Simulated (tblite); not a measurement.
Record of a relaxation.

C6H10GeS.
Atom-mapped SMILES: `[CH:1]#[C:2][C@@:3]1([S:4][GeH3:5])[CH2:6][C@@H:7]1[CH3:8]` (hydrogens: H9 on C1; H10, H11, H12 on Ge5; H13, H14 on C6; H15 on C7; H16, H17, H18 on C8)

Computed with GFN2-xTB (tblite), gas phase: L-BFGS steps from a force-field or distance-geometry start until the largest atomic force falls under 0.01 eV/Å. 9 of its 125 geometries are shown.

Step 0: E = -626.5013 eV, largest atomic force 2.470 eV/Å
```
atom  x, y, z in Å  |  force x, y, z in eV/Å
C1      0.219    2.364   -2.089   -0.014  -0.016   0.096
C2     -0.134    1.613   -1.221   -0.228  -0.876   1.352
C3     -0.545    0.687   -0.116    0.391   0.821  -2.296
S4      0.294    0.853    1.449    0.118   0.792   0.925
Ge5     2.396    0.209    1.117   -0.024  -0.316  -0.787
C6     -1.987    0.221   -0.209   -0.033  -0.364  -0.047
C7     -0.833   -0.736   -0.509   -0.918  -0.306   1.211
C8     -0.683   -1.780    0.608   -1.278  -0.260   0.212
H9      0.508    3.041   -2.854   -0.127  -0.315   0.303
H10     2.388   -0.881   -0.013    0.105   0.525   0.418
H11     3.188    1.430    0.612   -0.069  -0.451   0.223
H12     3.028   -0.468    2.341   -0.256   0.374  -0.262
H13    -2.560    0.064    0.747    0.649   0.237  -1.300
H14    -2.572    0.545   -1.097    0.418   0.040   1.005
H15    -0.627   -1.036   -1.532   -0.131  -0.097   0.226
H16     0.343   -2.108    0.767   -0.078  -0.156  -0.185
H17    -1.060   -1.359    1.589    0.504  -0.362  -1.116
H18    -1.372   -2.652    0.400    0.969   0.728   0.023
```

Step 16: E = -627.0548 eV, largest atomic force 0.154 eV/Å
```
atom  x, y, z in Å  |  force x, y, z in eV/Å
C1      0.253    2.308   -2.024    0.047   0.029  -0.080
C2     -0.042    1.495   -1.194    0.009   0.006   0.025
C3     -0.485    0.636   -0.146   -0.068   0.049  -0.061
S4      0.271    1.013    1.458    0.066   0.041   0.133
Ge5     2.312    0.286    1.044   -0.013   0.003  -0.016
C6     -1.944    0.256   -0.199   -0.013   0.054   0.015
C7     -0.899   -0.785   -0.444   -0.004  -0.019  -0.068
C8     -0.698   -1.860    0.591    0.028  -0.014   0.022
H9      0.512    2.994   -2.776    0.048  -0.054   0.037
H10     2.301   -0.763   -0.033   -0.023   0.038   0.025
H11     3.251    1.369    0.602   -0.014   0.041   0.002
H12     2.835   -0.314    2.312    0.045  -0.015   0.025
H13    -2.497    0.204    0.725    0.020   0.031   0.070
H14    -2.499    0.666   -1.028   -0.084  -0.069  -0.022
H15    -0.731   -1.105   -1.464   -0.043  -0.053  -0.088
H16     0.349   -2.161    0.643    0.017  -0.057  -0.029
H17    -0.996   -1.499    1.570   -0.010   0.018   0.066
H18    -1.300   -2.733    0.352   -0.005  -0.028  -0.059
```

Step 31: E = -627.0815 eV, largest atomic force 0.099 eV/Å
```
atom  x, y, z in Å  |  force x, y, z in eV/Å
C1      0.349    2.264   -2.038    0.005  -0.044  -0.001
C2     -0.034    1.478   -1.215    0.009   0.022   0.077
C3     -0.503    0.641   -0.159   -0.020   0.019  -0.047
S4      0.239    1.039    1.463    0.010  -0.022  -0.043
Ge5     2.288    0.339    1.060    0.007   0.011  -0.016
C6     -1.962    0.260   -0.151   -0.019   0.031  -0.012
C7     -0.932   -0.785   -0.436    0.052   0.038  -0.001
C8     -0.691   -1.889    0.559   -0.010   0.002  -0.010
H9      0.671    2.929   -2.785    0.000  -0.081   0.057
H10     2.254   -0.691   -0.025    0.020  -0.022  -0.042
H11     3.211    1.436    0.622    0.005   0.073  -0.029
H12     2.865   -0.273    2.298   -0.019  -0.018   0.058
H13    -2.452    0.247    0.810   -0.017  -0.046   0.009
H14    -2.576    0.619   -0.962   -0.039   0.070  -0.007
H15    -0.827   -1.092   -1.473    0.006  -0.007   0.020
H16     0.354   -2.205    0.556   -0.027  -0.004  -0.017
H17    -0.952   -1.566    1.565    0.024   0.010  -0.022
H18    -1.311   -2.744    0.299    0.013  -0.034   0.027
```

Step 46: E = -627.0999 eV, largest atomic force 0.051 eV/Å
```
atom  x, y, z in Å  |  force x, y, z in eV/Å
C1      0.460    2.152   -2.025    0.009   0.012   0.008
C2     -0.038    1.463   -1.179   -0.003  -0.010   0.030
C3     -0.547    0.645   -0.132    0.010  -0.032   0.003
S4      0.217    1.001    1.486    0.011   0.000   0.013
Ge5     2.287    0.401    1.042    0.014   0.007   0.018
C6     -2.003    0.266   -0.102   -0.030  -0.020  -0.025
C7     -0.980   -0.772   -0.446   -0.015  -0.013   0.024
C8     -0.696   -1.899    0.511   -0.007  -0.016   0.008
H9      0.865    2.765   -2.773   -0.003   0.005  -0.023
H10     2.306   -0.616   -0.058   -0.001  -0.003  -0.015
H11     3.148    1.557    0.622   -0.006   0.001   0.007
H12     2.858   -0.208    2.288    0.028   0.020  -0.013
H13    -2.464    0.205    0.873    0.004   0.013  -0.004
H14    -2.647    0.657   -0.874   -0.011   0.026  -0.043
H15    -0.896   -1.051   -1.492    0.001   0.027   0.013
H16     0.342   -2.224    0.427    0.000  -0.010   0.002
H17    -0.880   -1.586    1.536    0.006  -0.014  -0.007
H18    -1.339   -2.749    0.286   -0.008   0.006   0.004
```

Step 62: E = -627.1046 eV, largest atomic force 0.042 eV/Å
```
atom  x, y, z in Å  |  force x, y, z in eV/Å
C1      0.480    2.121   -2.005   -0.003  -0.006   0.025
C2     -0.019    1.445   -1.149    0.017   0.011   0.006
C3     -0.546    0.631   -0.107    0.020  -0.004   0.007
S4      0.217    0.960    1.520   -0.012  -0.002  -0.012
Ge5     2.300    0.430    1.040    0.023   0.020   0.027
C6     -2.010    0.275   -0.105    0.013  -0.001  -0.004
C7     -0.996   -0.776   -0.437   -0.019  -0.007  -0.007
C8     -0.721   -1.918    0.503   -0.017  -0.003  -0.002
H9      0.887    2.721   -2.763    0.002   0.009  -0.008
H10     2.326   -0.580   -0.066    0.006  -0.010  -0.019
H11     3.112    1.620    0.612   -0.019  -0.010  -0.008
H12     2.933   -0.161    2.266   -0.018   0.022  -0.020
H13    -2.499    0.224    0.856    0.028  -0.006  -0.010
H14    -2.622    0.685   -0.896   -0.007  -0.008   0.019
H15    -0.903   -1.044   -1.484    0.002   0.008  -0.027
H16     0.308   -2.262    0.384   -0.009  -0.011   0.040
H17    -0.872   -1.612    1.536    0.008  -0.015  -0.013
H18    -1.386   -2.752    0.285   -0.012   0.013   0.006
```

Step 78: E = -627.1100 eV, largest atomic force 0.031 eV/Å
```
atom  x, y, z in Å  |  force x, y, z in eV/Å
C1      0.547    2.078   -1.958    0.001   0.004  -0.004
C2      0.037    1.409   -1.103   -0.020  -0.016   0.014
C3     -0.521    0.592   -0.079   -0.007   0.006   0.014
S4      0.225    0.869    1.565   -0.008   0.009  -0.007
Ge5     2.322    0.506    1.018    0.002  -0.008  -0.007
C6     -1.994    0.280   -0.098    0.004  -0.012  -0.009
C7     -1.008   -0.794   -0.442    0.003  -0.002  -0.004
C8     -0.795   -1.961    0.483    0.007   0.000   0.003
H9      0.958    2.670   -2.720    0.012   0.015   0.012
H10     2.382   -0.510   -0.083    0.016  -0.010   0.008
H11     3.002    1.758    0.550    0.022   0.009  -0.019
H12     3.039   -0.016    2.225    0.008   0.007   0.009
H13    -2.483    0.218    0.863   -0.004   0.006  -0.026
H14    -2.592    0.723   -0.880   -0.006  -0.001   0.012
H15    -0.904   -1.042   -1.494   -0.023  -0.001  -0.015
H16     0.203   -2.378    0.350    0.023   0.000  -0.004
H17    -0.904   -1.651    1.519   -0.021  -0.018   0.013
H18    -1.522   -2.744    0.271   -0.010   0.010   0.010
```

Step 93: E = -627.1134 eV, largest atomic force 0.062 eV/Å
```
atom  x, y, z in Å  |  force x, y, z in eV/Å
C1      0.569    2.090   -1.916   -0.017  -0.024   0.025
C2      0.044    1.393   -1.092    0.027   0.033  -0.045
C3     -0.519    0.569   -0.078    0.007   0.000  -0.004
S4      0.244    0.841    1.559    0.013  -0.017   0.006
Ge5     2.350    0.538    0.997   -0.021  -0.011  -0.022
C6     -1.995    0.274   -0.101   -0.002  -0.012  -0.008
C7     -1.022   -0.811   -0.446    0.009  -0.003  -0.001
C8     -0.836   -1.982    0.481    0.014   0.002   0.002
H9      0.993    2.704   -2.654   -0.004  -0.007   0.012
H10     2.449   -0.525   -0.059   -0.004  -0.004   0.011
H11     2.997    1.786    0.468   -0.016   0.000  -0.004
H12     3.088    0.093    2.221    0.009   0.005   0.023
H13    -2.494    0.212    0.854    0.006   0.009   0.004
H14    -2.584    0.726   -0.885   -0.012   0.012  -0.001
H15    -0.920   -1.061   -1.498   -0.011   0.003   0.010
H16     0.157   -2.418    0.360    0.004   0.014  -0.008
H17    -0.953   -1.673    1.517   -0.003  -0.002  -0.004
H18    -1.576   -2.750    0.261    0.002   0.001   0.004
```

Step 108: E = -627.1151 eV, largest atomic force 0.015 eV/Å
```
atom  x, y, z in Å  |  force x, y, z in eV/Å
C1      0.583    2.095   -1.904   -0.002   0.000   0.007
C2      0.048    1.389   -1.094   -0.004   0.001   0.000
C3     -0.521    0.561   -0.087   -0.004  -0.003   0.002
S4      0.245    0.811    1.553    0.002   0.008   0.008
Ge5     2.352    0.530    0.991    0.012   0.008   0.002
C6     -2.000    0.277   -0.099    0.001   0.008   0.003
C7     -1.038   -0.814   -0.451    0.007   0.004  -0.001
C8     -0.837   -1.983    0.476    0.003  -0.001  -0.010
H9      1.016    2.720   -2.627   -0.004  -0.009  -0.004
H10     2.479   -0.567   -0.026   -0.005  -0.003   0.013
H11     2.961    1.778    0.418   -0.005  -0.011  -0.005
H12     3.099    0.154    2.235   -0.003   0.003  -0.007
H13    -2.490    0.225    0.861    0.000  -0.002   0.006
H14    -2.593    0.736   -0.877   -0.001   0.000  -0.003
H15    -0.953   -1.066   -1.504    0.008   0.002   0.001
H16     0.162   -2.401    0.353    0.000   0.000  -0.001
H17    -0.959   -1.675    1.512   -0.004  -0.005  -0.006
H18    -1.565   -2.763    0.257   -0.002   0.002  -0.003
```

Step 124: E = -627.1176 eV, largest atomic force 0.008 eV/Å
```
atom  x, y, z in Å  |  force x, y, z in eV/Å
C1      0.557    2.118   -1.905    0.000  -0.002   0.000
C2      0.036    1.414   -1.085   -0.005   0.005   0.001
C3     -0.522    0.580   -0.075   -0.001  -0.003  -0.003
S4      0.247    0.827    1.562    0.002   0.001   0.000
Ge5     2.346    0.495    1.002   -0.005   0.000   0.006
C6     -1.999    0.284   -0.090    0.001  -0.003  -0.001
C7     -1.027   -0.795   -0.454   -0.001  -0.003  -0.002
C8     -0.820   -1.975    0.457    0.000   0.000  -0.002
H9      0.981    2.737   -2.638   -0.001   0.001  -0.001
H10     2.469   -0.704    0.105   -0.002   0.000   0.002
H11     2.940    1.675    0.290    0.004  -0.002   0.001
H12     3.105    0.251    2.269    0.003   0.003   0.000
H13    -2.488    0.216    0.870    0.003   0.000  -0.001
H14    -2.597    0.744   -0.863    0.004   0.002   0.003
H15    -0.935   -1.033   -1.509   -0.002  -0.001  -0.002
H16     0.197   -2.360    0.362   -0.004  -0.002  -0.004
H17    -0.987   -1.694    1.494    0.003   0.004  -0.003
H18    -1.513   -2.772    0.196    0.001   0.001   0.005
```

Q: Summarise the path.

A: The energy falls by 59.47 kJ/mol from step 0 to step 124; nine tenths of that is first reached at step 17. It rises by more than 0.2 meV at step 2. The largest force goes from 2.470 to 0.008 eV/Å. Among the bonds C2–C3 changes most, from 1.499 to 1.423 Å; the atoms move by 0.366 Å rms after alignment.

What follows is the cost of the whole relaxation. The run took 1.0 s on one thread of an Arm Neoverse V1, no GPU, shared host with 32 logical CPUs at a one-minute load of 13.
